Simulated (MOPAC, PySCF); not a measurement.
Stepwise substitution at one centre (Ga SiH3-H). Gas-phase values, no solvent. Strings in code marks are SMILES.

Quantity: vertical ionisation energy (energy after one electron is removed minus that of the parent at the parent's geometry), in eV.

Level 1: B3LYP/6-31G* // PBE0-D3(BJ)/def2-TZVP (PySCF)
Level 2: minus the HOMO energy of AM1 // PBE0-D3(BJ)/def2-TZVP (MOPAC)
Level 3: minus the HOMO energy of PBE0-D3(BJ)/def2-TZVP (PySCF)
Level 4: minus the HOMO energy of PM6 // PBE0-D3(BJ)/def2-TZVP (MOPAC)

```json
[
 {"species": "`[SiH3][GaH][SiH3]`", "level 2": "9.24", "level 3": "7.28", "level 4": "9.24"},
 {"species": "`[GaH3]`", "level 2": "10.19", "level 3": "8.59", "level 4": "12.29"},
 {"species": "`[SiH3][GaH2]`", "level 2": "9.59", "level 3": "7.64", "level 4": "10.09"}
]
```

### Question
What does level 1 give for each, and how far do the other levels lie from it on average?

### Answer

- `[SiH3][GaH][SiH3]`: 9.05
- `[GaH3]`: 11.29
- `[SiH3][GaH2]`: 9.75
Mean absolute difference from level 1, which has limits of its own, over these rows (drawn at random from the members that have all these levels): level 2 0.48 eV, level 3 2.19 eV, level 4 0.51 eV.
